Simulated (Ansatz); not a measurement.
Reaction (cleavage of the Si–B bond): `SB[SiH2][SbH2]` + NH₃ → `N[SiH2][SbH2]` + `BS`

Computed with Ansatz on PBE0-D4/def2-TZVP structures; ΔE is electronic, products minus reactants. CBS: MP2 limit from def2 TZ/QZ plus the TZ coupled-cluster correction, frozen cores. This one scheme is used for every species. DFT in def2-TZVPP. HSE06 is defined as in plane-wave codes. def2 core potentials past Kr. For Sb outer-core shells are correlated without core-valence functions, which leaves a few kJ/mol of doubt a bond. Each species was taken in one conformer, which may not be the lowest.

`SB[SiH2][SbH2]`:

```xyz
10

S     0.179    1.340   -2.042
B     0.590   -0.038   -1.015
Si    0.808    0.243    0.943
Sb   -1.399   -0.566    2.021
H     0.008    0.712   -3.221
H     0.660   -1.132   -1.487
H     1.001    1.661    1.357
H     1.899   -0.579    1.536
H    -1.426   -1.955    1.025
H    -2.321    0.315    0.884
```

NH₃:

Z-matrix (Å, degrees):
```
N
H 1 1.013
H 1 1.013 2 107.1
H 1 1.013 2 107.1 3 -114.5
```

`N[SiH2][SbH2]`:

Z-matrix (Å, degrees):
```
Si
Sb 1 2.576
N 1 1.722 2 106.8
H 1 1.494 2 110.2 3 -126.4
H 1 1.487 2 110.0 3 115.5
H 2 1.712 1 89.4 3 61.2
H 2 1.710 1 91.9 3 152.2
H 3 1.008 1 119.6 2 157.5
H 3 1.007 1 119.9 2 -59.1
```

`BS`:

Z-matrix (Å, degrees):
```
B
S 1 1.765
H 1 1.192 2 115.8
H 1 1.190 2 121.4 3 -180.0
H 2 1.344 1 99.2 3 180.0
```

CCSD(T)/CBS gives -37.4 kJ/mol.

**Question.** Another level gave -41.4 kJ/mol. Which?
A. MP2/def2-TZVPP
B. CAM-B3LYP/def2-TZVPP
C. HSE06-D4/def2-TZVPP
D. CCSD(T)/def2-TZVPP

**Answer.** A. MP2/def2-TZVPP -41.4, CCSD(T)/def2-TZVPP -37.2, CAM-B3LYP -51.0, HSE06-D4 -27.7 kJ/mol.

Largest T1 diagnostic among the species: 0.015.

At CCSD(T), def2-SVP lies +6.9 kJ/mol from the extrapolated value and def2-TZVPP +0.2 kJ/mol. From PBE to PBE0 (25 % exact exchange), in def2-TZVPP and without D4, ΔE moves by −6.5 kJ/mol.

CCSD(T)/CBS has its own doubt, a few kJ/mol and more with outer-core shells, so smaller differences from it don't rank the levels.
